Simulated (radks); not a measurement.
Values are calculated unless marked as measured or tabulated.
Question: All-electron atom: Gd LIII in [Ne] 3s2. Code: a radial shooting solver on a logarithmic mesh with Libxc functionals. Model: Dirac Kohn-Sham, PBEsol, spin-unpolarised, spherical densities, point nucleus. Some entries of the table are withheld. Estimate them.

orbital,occ.,eigenvalue (eV),r(max) (bohr),<r> (bohr)
1s1/2,2,-53945.24,(1),0.02189
2s1/2,2,(2),0.07855,(3)
2p1/2,2,-11585.84,0.05925,0.07612
2p3/2,4,-10865.75,0.06494,0.08264
3s1/2,2,-4881.590,0.2096,0.2195
3p1/2,0,(4),(5),0.2067
3p3/2,0,(6),(7),0.2163
3d3/2,0,-4397.070,0.1579,0.1857
3d5/2,0,-4350.361,0.1607,0.1888
4s1/2,0,-2626.386,(8),0.4054

Answer: 
(1) 1s1/2 r(max) (bohr): 0.01391
(2) 2s1/2 eigenvalue (eV): -11944.91
(3) 2s1/2 <r> (bohr): 0.09129
(4) 3p1/2 eigenvalue (eV): -4755.051
(5) 3p1/2 r(max) (bohr): 0.1955
(6) 3p3/2 eigenvalue (eV): -4563.742
(7) 3p3/2 r(max) (bohr): 0.2055
(8) 4s1/2 r(max) (bohr): 0.4118
